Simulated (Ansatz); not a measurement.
`[AlH2][NH][SiH2]Cl` + `BN` → `BN[SiH2]Cl` + `[NH2][AlH2]` at 400 K and 1 bar (ligand exchange at the Si–N bond).

Program: Ansatz. Geometries: PBE0-D4/def2-TZVP. ΔE: electronic, gas phase. CCSD(T)/CBS is the MP2 limit (def2-TZVPP, def2-QZVPP) plus CCSD(T) − MP2 in def2-TZVPP, frozen cores. This one scheme is used for every species. Each species was taken in one conformer, which may not be the lowest.

```tsv
species	CCSD(T)/CBS energy (Eh)	H − E (kJ/mol)	S (J/(mol·K))
`[AlH2][NH][SiH2]Cl`	-1048.68684	161.0	380.6
`BN`	-81.93499	142.5	243.5
`BN[SiH2]Cl`	-831.46864	179.9	353.2
`[NH2][AlH2]`	-299.14566	122.0	272.0
```

H − E and S are ideal-gas, rigid-rotor, harmonic terms from PBE0-D4/def2-TZVP, for one conformer and one mirror image of each species. 1 Eh = 2625.50 kJ/mol, R = 8.31446 J/(mol·K).

**Question.** By hand: ΔE, ΔH, ΔS and ΔG.

**Answer.** ΔE = (-831.46864) + (-299.14566) − (-1048.68684) − (-81.93499) = 0.00753 Eh = 19.8 kJ/mol. Δ(H − E) = 179.9 + 122.0 − 161.0 − 142.5 = -1.6, so ΔH = 18.2 kJ/mol. ΔS = 353.2 + 272.0 − 380.6 − 243.5 = 1.1 J/(mol·K). ΔG = 18.2 − 400 × (1.1)/1000 = 17.8 kJ/mol.

**Question.** By hand: the equilibrium constant, and the temperature at which ΔG would vanish if ΔH and ΔS stayed fixed.

**Answer.** log₁₀ K = −ΔG/(RT ln 10) = -2.3. ΔG = 0 at ΔH/ΔS = 16545 K, far beyond where these terms or the molecules hold.

The number of gas molecules stays the same, so ΔS is small and ΔH decides. A doubt of 5 kJ/mol in ΔE shifts log₁₀ K by 0.7 here. Other conformers and mirror images would add mixing entropy, several J/(mol·K) or more a flexible species. Modes under 60 cm⁻¹, often nearly free rotors, make the harmonic entropy too high. These are equilibria of isolated gas molecules and say nothing of rates. Largest T1 diagnostic: 0.012 (customary marks: 0.02 for closed shells, 0.045 for open ones).
